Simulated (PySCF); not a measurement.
## [YF2]+: one run

[YF2]+ (singlet). PySCF 2.14.0, RKS TPSS, Y def2-SVP with ECP28, F def2-SVP; non-relativistic Hamiltonian with scalar-relativistic core potentials where named; density fitting; no spin-orbit coupling. Purpose: level TPSS.

```python
mol = gto.M(atom='''
Y     -0.00000     0.00000    -0.41422
F      1.57931    -0.00000     0.66770
F     -1.57931     0.00000     0.66770''',
    basis={'Y': 'def2-SVP', 'F': 'def2-SVP'},
    ecp={'Y': 'def2-SVP'},
    charge=1, spin=0)
mf = dft.RKS(mol, xc='TPSS')
mf.grids.atom_grid = (75, 302)
mf = mf.density_fit()  # fitting sets: Y def2-universal-JKFIT, F def2-universal-JKFIT
mf.conv_tol = 1e-08; mf.max_cycle = 55
mf.kernel(dm0)  # dm0: converged density of the relaxed state
mf.nuc_grad_method().kernel()
```

Run from Python with OMP_NUM_THREADS=2; the lines above give its settings. Where DIIS fails, smearing, a level shift and second-order steps follow.
It took 2.4 s on 2 threads of Arm Neoverse N1, with other jobs on the host, from an already converged density.

(1) Where do the frontier levels lie, over both spins?

(2) What does the SCF print?

(3) What are the Mulliken charges and spins?

(4) What forces act on the atoms (eV/Å)?

The geometry was relaxed with PBE0 (Y def2-SVP with ECP28, F def2-SVP).

## Answers

(1) HOMO -14.46 eV, LUMO -8.66 eV. 

(2) 
```
init E= -237.761268231566
cycle= 1 E= -237.760318444088  delta_E= 0.00095  |g|= 0.108  |ddm|= 0.183
cycle= 2 E= -237.746119898486  delta_E= 0.0142  |g|= 0.293  |ddm|= 0.296
cycle= 3 E= -237.762950783421  delta_E= -0.0168  |g|= 0.0153  |ddm|= 0.188
cycle= 4 E= -237.763020485658  delta_E= -6.97e-05  |g|= 0.000553  |ddm|= 0.0198
cycle= 5 E= -237.763020534723  delta_E= -4.91e-08  |g|= 0.000194  |ddm|= 0.000661
cycle= 6 E= -237.763020542305  delta_E= -7.58e-09  |g|= 5.01e-05  |ddm|= 0.000141
Extra cycle  E= -237.763020539328  delta_E= 2.98e-09  |g|= 0.000135  |ddm|= 0.000131
converged SCF energy = -237.763020539328
```

(3) 
| atom | charge (e) | spin (e) |
| --- | --- | --- |
| Y1 | 1.488 | 0.000 |
| F2 | -0.244 | 0.000 |
| F3 | -0.244 | 0.000 |

(4) 
```
Y    0.00  0.00 -0.44
F    0.31  0.00  0.22
F   -0.31  0.00  0.22
```
Forces carry noise of the integration grid, about 0.01 to 0.03 eV/Å.
